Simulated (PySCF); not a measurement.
# Nickel: a sound run and one with changed settings

Sound run: Ni²⁺ [Ar] 3d8, Ni³⁺ [Ar] 3d7. Calculation: PySCF 2.14, in Sapporo-DKH3-DZP-2012 (6s4p3d1f, 40 functions); scalar relativity by spin-free X2C-1e. In the sound run the correlated levels freeze [Ar]. The sound run starts from symmetry-adapted Hartree-Fock orbitals and uses a fine grid where one is needed.

Changed run: all electrons correlated in a basis built for the valence shell.

| species | method | sound run (hartree) | changed run (hartree) | converged |
| --- | --- | --- | --- | --- |
| Ni²⁺ | MP2 | -1518.40550 | -1518.65778 | yes |
| Ni³⁺ | MP2 | -1517.13037 | -1517.36297 | yes |

Ionisation energy of Ni²⁺:

```tsv
method	sound run (eV)	changed run (eV)
UHF	32.637	32.637
MP2	34.698	35.233
SCS-MP2	34.578	34.972
```

A valence basis has no tight correlating functions, so it recovers only part of the core correlation, and not evenly between atom and ion.

For comparison, NIST gives 35.187 ± 0.019 eV between the lowest levels.
